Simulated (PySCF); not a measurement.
A made-up structure of CH3InO, closed shell:

```xyz
6
angstrom
O -0.5925 -1.7496 0.9526
C -0.2541 -1.1662 -0.0416
In 0.2325 1.0196 0.0078
H -0.1875 -1.7368 -1.0028
H 0.6692 1.8296 -1.4579
H -0.9135 -2.0312 1.8236
```

It is relaxed with PBE-D4/def2-SVP and then PBE0-D4/def2-TZVP (PySCF 2.14 with density fitting (its default auxiliary sets; JK sets also for MP2 and CCSD(T))). Atoms count as bonded within 1.22 times the sum of their covalent radii (H–H: 0.88 Å). The end point is not checked to be a true minimum.

Question: Does its bonding change? (Judge from chemistry; the calculation decides.)

Answer: The calculation gives: No: no bond forms or breaks.

Where it ends: The first stage lowers the energy by 3.35 eV in 26 steps. It ends as CH₃InO ([OH][CH][InH]):
O1  (-0.631, -1.900, 1.048)
C2  (-0.578, -1.116, -0.025)
In3  (0.958, 0.289, -0.693)
H4  (-0.869, -1.752, -0.877)
H5  (0.449, 1.969, -0.909)
H6  (-0.422, -1.389, 1.838)
(Å)

Labels in which every atom is bracketed show which atoms are joined, not bond orders.

For scale, one of the runs: PBE0-D4/def2-TZVP relaxation, 130 basis functions, launched by `OMP_NUM_THREADS=2 python run.py`. Time: 66 s of wall clock on 2 CPU threads of an Intel Xeon; the host was shared. Peak host memory: 1.3 GiB.
